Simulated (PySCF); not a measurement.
# Polarisability and C₆ of Fe³⁺ (iron, charge +3)

[Ar] 3d5, high-spin 6S determinant. Calculation: PySCF 2.14, in ANO-RCC-VTZP (6s5p3d2f1g, 59 functions); the spin-free X2C one-electron Hamiltonian (Gaussian nucleus). Coupled (time-dependent) response in atomic units; α is the mean over directions. The basis has no added diffuse functions, which lowers α and C₆.

| method | mean α (bohr³) | C₆ (like pair) | S(−4) |
| --- | --- | --- | --- |
| LC-wPBE | 1.885 | 4.599 | 1.224 |

S(−4) is the Cauchy moment in α(ω) = α(0) + S(−4) ω² + …

α(iu) at LC-wPBE:

| u (hartree) | α(iu) (bohr³) |
| --- | --- |
| 0 | 1.885 |
| 0.0500 | 1.882 |
| 0.100 | 1.873 |
| 0.200 | 1.838 |
| 0.300 | 1.786 |
| 0.500 | 1.653 |
| 0.750 | 1.475 |
| 1.00 | 1.312 |
| 1.50 | 1.043 |
| 2.00 | 0.8351 |
| 3.00 | 0.5517 |
| 5.00 | 0.2801 |

A single London oscillator, α(iu) = α/(1 + u²/ω²), gives C₆ = (3/4) ω α². Matching the computed C₆ needs ω = 4 × 4.599 / (3 × 1.885²) = 1.73 hartree.

For an ion, C₆ is the dispersion term alone; charge-induced terms of lower order in 1/R come first.
